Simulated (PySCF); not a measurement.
Compound: C7H8ClP.
SMILES: `c1c(Cl)ccc(c1)PC`

Torsions of this conformer, `[CH3:1][PH:2][c:3]1[cH:4][cH:5][c:6]([Cl:7])[cH:8][cH:9]1`: C1–P2–C3–C4 -96°.

The closed-shell ground state was solved at several levels (PySCF, density fitting, gas phase, non-relativistic). Isolated species at its PBE0-D3(BJ)/def2-SVP geometry (one conformer only).

| level | basis functions | total energy (Eh) | HOMO (eV) | LUMO (eV) | gap (eV) | dipole (D) |
| --- | --- | --- | --- | --- | --- | --- |
| CAM-B3LYP/def2-SVPD | 255 | -1072.5412 | -8.05 | 0.10 | 8.15 | 1.58 |
| B3LYP/pcSseg-1 | 207 | -1073.0860 | -6.62 | -1.06 | 5.56 | 1.51 |

Task: What might PBE0/pcSseg-1 (207 basis functions) give for the same quantities?

Result: Total energy -1072.4352 Eh, HOMO -6.85 eV, LUMO -0.92 eV, gap 5.93 eV, dipole 1.58 D.

Task: Over all these levels, which gives the widest orbital gap and which the narrowest?

Result: CAM-B3LYP/def2-SVPD (range-separated hybrid) has the widest, 8.15 eV, and B3LYP/pcSseg-1 (global hybrid, 20 % exact exchange) the narrowest, 5.56 eV. Functional and basis both differ between the two, so the spread mixes both effects.

Task: How far do the dipole and the HOMO energy spread over the levels?

Result: The dipole runs from 1.51 to 1.58 D (mean 1.55 D) and the HOMO from -8.05 to -6.62 eV.
